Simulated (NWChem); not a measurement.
System: C2H6B cation

Input file for NWChem:

```
start job
memory heap 200 mb stack 900 mb global 1100 mb
charge 1
geometry units angstroms
  C      0.000000     0.000000     1.482654
  B      0.000000     0.000000     0.000000
  C      0.000000     0.000000    -1.482654
  H     -0.788294     0.664278     1.872874
  H     -0.181135    -1.014821     1.872874
  H      0.969429     0.350543     1.872874
  H      0.350543     0.969429    -1.872874
  H     -1.014821    -0.181135    -1.872874
  H      0.664278    -0.788294    -1.872874
end
basis spherical
  * library 3-21g
end
dft
  xc b3lyp
  iterations 150
end
driver
  maxiter 120
end
task dft optimize
task dft freq
```

Output (shortened):

```
             Northwest Computational Chemistry Package (NWChem) 7.3.0
             --------------------------------------------------------

 D3  symmetry detected

                             Geometry "geometry" -> ""
                             -------------------------

 Output coordinates in angstroms (scale by  1.889725989 to convert to a.u.)

  No.       Tag          Charge          X              Y              Z
 ---- ---------------- ---------- -------------- -------------- --------------
    1 C                    6.0000     0.00000000     0.00000000     1.48265400
    2 B                    5.0000     0.00000000     0.00000000     0.00000000
    3 C                    6.0000     0.00000000     0.00000000    -1.48265400
    4 H                    1.0000    -0.78829190     0.66427676     1.87287400
    5 H                    1.0000    -0.18113460    -1.01481919     1.87287400
    6 H                    1.0000     0.96942650     0.35054244     1.87287400
    7 H                    1.0000     0.35054244     0.96942650    -1.87287400
    8 H                    1.0000    -1.01481919    -0.18113460    -1.87287400
    9 H                    1.0000     0.66427676    -0.78829190    -1.87287400

 Effective nuclear repulsion energy (a.u.)      60.9421548962

      Symmetry information
      --------------------

 Group name             D3
 Group number             12
 Group order               6
 No. of unique centers     3

                                Z-matrix (autoz)
                                --------

 Units are Angstrom for bonds and degrees for angles

      Type          Name      I     J     K     L     M      Value
      ----------- --------  ----- ----- ----- ----- ----- ----------
    1 Stretch                  1     2                       1.48265
    2 Stretch                  1     4                       1.10224
    3 Stretch                  1     5                       1.10224
    4 Stretch                  1     6                       1.10224
    5 Stretch                  2     3                       1.48265
    6 Stretch                  3     7                       1.10224
    7 Stretch                  3     8                       1.10224
    8 Stretch                  3     9                       1.10224
    9 Bend                     1     3     7               110.73362
   10 Bend                     1     3     8               110.73362
   11 Bend                     1     3     9               110.73362
   12 Bend                     2     1     4               110.73362
   13 Bend                     2     1     5               110.73362
   14 Bend                     2     1     6               110.73362
   15 Bend                     2     3     7               110.73362
   16 Bend                     2     3     8               110.73362
   17 Bend                     2     3     9               110.73362
   18 Bend                     3     1     4               110.73362
   19 Bend                     3     1     5               110.73362
   20 Bend                     3     1     6               110.73362
   21 Bend                     4     1     5               108.17986
   22 Bend                     4     1     6               108.17986
   23 Bend                     5     1     6               108.17986
   24 Bend                     7     3     8               108.17986
   25 Bend                     7     3     9               108.17986
   26 Bend                     8     3     9               108.17986
   27 Torsion                  4     1     3     7          69.75975
   28 Torsion                  4     1     3     8         -50.24025
   29 Torsion                  4     1     3     9        -170.24025
   30 Torsion                  1     4     2     3        -180.00000
   31 Torsion                  5     1     3     7        -170.24025
   32 Torsion                  5     1     3     8          69.75975
   33 Torsion                  5     1     3     9         -50.24025
   34 Torsion                  1     5     2     3         180.00000
   35 Torsion                  6     1     3     7         -50.24025
   36 Torsion                  6     1     3     8        -170.24025
   37 Torsion                  6     1     3     9          69.75975
   38 Torsion                  1     6     2     3        -180.00000
   39 Torsion                  1     2     7     3        -180.00000
   40 Torsion                  1     2     8     3         180.00000
   41 Torsion                  1     2     9     3        -180.00000

                           NWChem Geometry Optimization
                           ----------------------------

 maximum gradient threshold         (gmax) =   0.000450
 rms gradient threshold             (grms) =   0.000300
 maximum cartesian step threshold   (xmax) =   0.001800
 rms cartesian step threshold       (xrms) =   0.001200
 fixed trust radius                (trust) =   0.300000
 source of zmatrix                         =   autoz

          -------------------
          Energy Minimization
          -------------------

 Using diagonal initial Hessian
 Scaling for Hessian diagonals: bonds = 1.00  angles = 0.25  torsions = 0.10

          --------
          Step   0

                                 NWChem DFT Module
                                 -----------------

 Summary of "ao basis" -> "ao basis" (spherical)
 ------------------------------------------------------------------------------
       Tag                 Description            Shells   Functions and Types
 ---------------- ------------------------------  ------  ---------------------
 C                           3-21g                   5        9   3s2p
 B                           3-21g                   5        9   3s2p
 H                           3-21g                   2        2   2s

      Symmetry analysis of basis
      --------------------------

        a1         10
        a2          9
        e          20

  Rotation of axis

            General Information
            -------------------
          SCF calculation type: DFT
          Wavefunction type:  closed shell.
          No. of atoms     :     9
          No. of electrons :    22
           Alpha electrons :    11
            Beta electrons :    11
          Charge           :     1
          Spin multiplicity:     1
          Use of symmetry is: on ; symmetry adaption is: on
          Maximum number of iterations: 150
          AO basis - number of functions:    39
                     number of shells:    27
          Convergence on energy requested:  1.00D-06
          Convergence on density requested:  1.00D-05
          Convergence on gradient requested:  5.00D-04

              XC Information
              --------------
                         B3LYP Method XC Potential
                     Hartree-Fock (Exact) Exchange  0.200
                        Slater Exchange Functional  0.800 local
                    Becke 1988 Exchange Functional  0.720 non-local
              Lee-Yang-Parr Correlation Functional  0.810
                  VWN I RPA Correlation Functional  0.190 local

             Grid Information
             ----------------
          Grid used for XC integration:  medium
          Radial quadrature: Mura-Knowles
          Angular quadrature: Lebedev.
          Tag              B.-S. Rad. Rad. Pts. Rad. Cut. Ang. Pts.
          ---              ---------- --------- --------- ---------
          C                   0.70       49           9.0       434
          B                   0.85       49           7.0       434
          H                   0.35       45          10.0       434
          Grid pruning is: on
          Number of quadrature shells:   143
          Spatial weights used:  Erf1

      Superposition of Atomic Density Guess
      -------------------------------------

 Sum of atomic energies:        -102.30092018

 Renormalizing density from      23.00 to     22

      Non-variational initial energy
      ------------------------------

 Total energy =    -100.724091
 1-e energy   =    -244.435114
 2-e energy   =      82.768868
 HOMO         =      -0.768469
 LUMO         =      -0.280592

      Symmetry analysis of molecular orbitals - initial
      -------------------------------------------------

  Numbering of irreducible representations:

     1 a1          2 a2          3 e

  Orbital symmetries:

[...]

      ----------------------
      Optimization converged
      ----------------------

  Step       Energy      Delta E   Gmax     Grms     Xrms     Xmax
  ---- ---------------- -------- -------- -------- -------- --------
@    3    -103.82095044 -1.0D-06  0.00016  0.00004  0.00055  0.00117
                                     ok       ok       ok       ok

                                Z-matrix (autoz)
                                --------

 Units are Angstrom for bonds and degrees for angles

      Type          Name      I     J     K     L     M      Value     Gradient
      ----------- --------  ----- ----- ----- ----- ----- ---------- ----------
    1 Stretch                  1     2                       1.48406    0.00016
    2 Stretch                  1     4                       1.10583   -0.00005
    3 Stretch                  1     5                       1.10583   -0.00005
    4 Stretch                  1     6                       1.10583   -0.00005
    5 Stretch                  2     3                       1.48406    0.00016
    6 Stretch                  3     7                       1.10583   -0.00005
    7 Stretch                  3     8                       1.10583   -0.00005
    8 Stretch                  3     9                       1.10583   -0.00005
    9 Bend                     1     3     7               111.59538    0.00000
   10 Bend                     1     3     8               111.59538    0.00000
   11 Bend                     1     3     9               111.59538    0.00000
   12 Bend                     2     1     4               111.59538    0.00000
   13 Bend                     2     1     5               111.59538    0.00000
   14 Bend                     2     1     6               111.59538    0.00000
   15 Bend                     2     3     7               111.59538    0.00000
   16 Bend                     2     3     8               111.59538    0.00000
   17 Bend                     2     3     9               111.59538    0.00000
   18 Bend                     3     1     4               111.59538    0.00000
   19 Bend                     3     1     5               111.59538    0.00000
   20 Bend                     3     1     6               111.59538    0.00000
   21 Bend                     4     1     5               107.26606   -0.00000
   22 Bend                     4     1     6               107.26606   -0.00000
   23 Bend                     5     1     6               107.26606   -0.00000
   24 Bend                     7     3     8               107.26606   -0.00000
   25 Bend                     7     3     9               107.26606   -0.00000
   26 Bend                     8     3     9               107.26606   -0.00000
   27 Torsion                  4     1     3     7          69.66616    0.00000
   28 Torsion                  4     1     3     8         -50.33384    0.00000
   29 Torsion                  4     1     3     9        -170.33384    0.00000
   30 Torsion                  1     4     2     3         180.00000    0.00000
   31 Torsion                  5     1     3     7        -170.33384    0.00000
   32 Torsion                  5     1     3     8          69.66616    0.00000
   33 Torsion                  5     1     3     9         -50.33384    0.00000
   34 Torsion                  1     5     2     3        -180.00000   -0.00000
   35 Torsion                  6     1     3     7         -50.33384    0.00000
   36 Torsion                  6     1     3     8        -170.33384    0.00000
   37 Torsion                  6     1     3     9          69.66616    0.00000
   38 Torsion                  1     6     2     3        -180.00000   -0.00000
   39 Torsion                  1     2     7     3        -180.00000   -0.00000
   40 Torsion                  1     2     8     3        -180.00000   -0.00000
   41 Torsion                  1     2     9     3         180.00000    0.00000

                         Geometry "geometry" -> "geometry"
                         ---------------------------------

 Output coordinates in angstroms (scale by  1.889725989 to convert to a.u.)

[...]

 Rotational Constants
 --------------------
 A=   2.636944 cm-1  (  3.793889 K)
 B=   0.217018 cm-1  (  0.312233 K)
 C=   0.217018 cm-1  (  0.312233 K)

 Temperature                      =   298.15K
 frequency scaling parameter      =   1.0000

 Zero-Point correction to Energy  =   47.058 kcal/mol  (  0.074991 au)
 Thermal correction to Energy     =   50.155 kcal/mol  (  0.079928 au)
 Thermal correction to Enthalpy   =   50.747 kcal/mol  (  0.080871 au)

 Total Entropy                    =   65.160 cal/mol-K
   - Translational                =   37.048 cal/mol-K (mol. weight =  41.0563)
   - Rotational                   =   18.521 cal/mol-K (symmetry #  =        6)
   - Vibrational                  =    9.591 cal/mol-K

 Cv (constant volume heat capacity) =   14.941 cal/mol-K
   - Translational                  =    2.979 cal/mol-K
   - Rotational                     =    2.979 cal/mol-K
   - Vibrational                    =    8.982 cal/mol-K

[normal modes left out]

 ----------------------------------------------------------------------------
 Normal Eigenvalue ||           Projected Infra Red Intensities
  Mode   [cm**-1]  || [atomic units] [(debye/angs)**2] [(KM/mol)] [arbitrary]
 ------ ---------- || -------------- ----------------- ---------- -----------
    1       -0.000 ||    0.007343           0.169         7.158       1.350
    2       -0.000 ||    0.003326           0.077         3.243       0.611
    3       -0.000 ||    0.014016           0.323        13.663       2.576
    4        0.000 ||    0.013989           0.323        13.637       2.571
    5        0.000 ||    0.010066           0.232         9.813       1.850
    6        0.000 ||    0.024330           0.561        23.718       4.472
    7       30.896 ||    0.000000           0.000         0.000       0.000
    8      307.706 ||    0.000022           0.001         0.022       0.004
    9      307.707 ||    0.000022           0.001         0.022       0.004
   10      736.424 ||    0.000034           0.001         0.033       0.006
   11      736.428 ||    0.000034           0.001         0.033       0.006
   12      764.234 ||    0.000000           0.000         0.000       0.000
   13      996.549 ||    0.138952           3.206       135.457      25.539
   14      996.552 ||    0.138952           3.206       135.457      25.539
   15     1363.082 ||    0.047039           1.085        45.856       8.646
   16     1406.433 ||    0.000000           0.000         0.000       0.000
   17     1421.445 ||    0.023443           0.541        22.853       4.309
   18     1421.445 ||    0.023446           0.541        22.856       4.309
   19     1428.473 ||    0.030286           0.699        29.524       5.567
   20     1428.474 ||    0.030290           0.699        29.528       5.567
   21     1497.669 ||    0.572878          13.217       558.470     105.294
   22     2971.764 ||    0.237632           5.482       231.655      43.677
   23     2984.106 ||    0.000000           0.000         0.000       0.000
   24     3032.058 ||    0.072268           1.667        70.450      13.283
   25     3032.058 ||    0.072268           1.667        70.451      13.283
   26     3034.714 ||    0.004174           0.096         4.069       0.767
   27     3034.714 ||    0.004184           0.097         4.079       0.769
 ----------------------------------------------------------------------------
```

Level: B3LYP/3-21G.
